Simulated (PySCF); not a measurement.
Ge(H)(Cl)2(vinyl) (C2H4Cl2Ge), SMILES C=[CH][GeH]([Cl])[Cl]. Atoms are numbered in the order given.

```xyz
9

Ge     0.1242    -0.3153    -0.3809
Cl     0.4315     1.8170    -0.5039
Cl     1.3060    -1.0651     1.2609
C     -1.7352    -0.6319    -0.0069
C     -2.6233     0.3584     0.0992
H      0.6904    -0.9441    -1.6576
H     -2.0436    -1.6751     0.1309
H     -3.6780     0.1602     0.3181
H     -2.3305     1.4064    -0.0252
```

Geometry optimised at PBE0-D3(BJ)/def2-SVP. One conformer was computed; it need not be the lowest.

Level of theory: PBE0-D3(BJ)/def2-SVP (PySCF 2.14.0).

Frequencies are harmonic and unscaled.

```
mode  ν (cm⁻¹)  IR (km/mol)  Raman (Å⁴/amu)  depolarisation  moving atoms (share of kinetic energy)
----  --------  -----------  --------------  --------------  --------------------------------------
1           75          0.4             7.1            0.75         C 45 %, H 27 %, Cl 19 %, Ge 8 %
2          133          1.3             3.5            0.72        Cl 45 %, C 27 %, H 15 %, Ge 13 %
3          145          3.4             3.0            0.75                Cl 65 %, C 19 %, Ge 10 %
4          179          4.1             2.3            0.65        Cl 27 %, H 27 %, Ge 25 %, C 20 %
5          337          4.6             3.5            0.43                 C 58 %, H 20 %, Ge 16 %
6          415         30.9            11.2            0.05                        Cl 74 %, Ge 22 %
7          439         80.4             3.4            0.74                        Cl 58 %, Ge 40 %
8          519         34.2             8.0            0.75                          H 66 %, C 30 %
9          611         20.7             6.2            0.17                 C 60 %, H 25 %, Ge 15 %
10         716         79.5            12.0            0.72                                  H 92 %
11         741         93.7            15.3            0.74                                  H 94 %
12         997          6.6             3.9            0.68                          H 85 %, C 15 %
13        1007         13.1             0.3            0.74                          H 71 %, C 29 %
14        1021         26.8             0.1            0.61                                  H 94 %
15        1261          3.4             8.2            0.20                          H 73 %, C 27 %
16        1408         19.4            17.7            0.53                          H 86 %, C 14 %
17        1687          4.4            14.3            0.11                          C 87 %, H 13 %
18        2195         94.5           212.7            0.19                                  H 99 %
19        3149          5.5           111.4            0.20                                  H 95 %
20        3183          0.6           143.1            0.27                           H 91 %, C 9 %
21        3252          0.4            84.6            0.59                          H 89 %, C 11 %
```
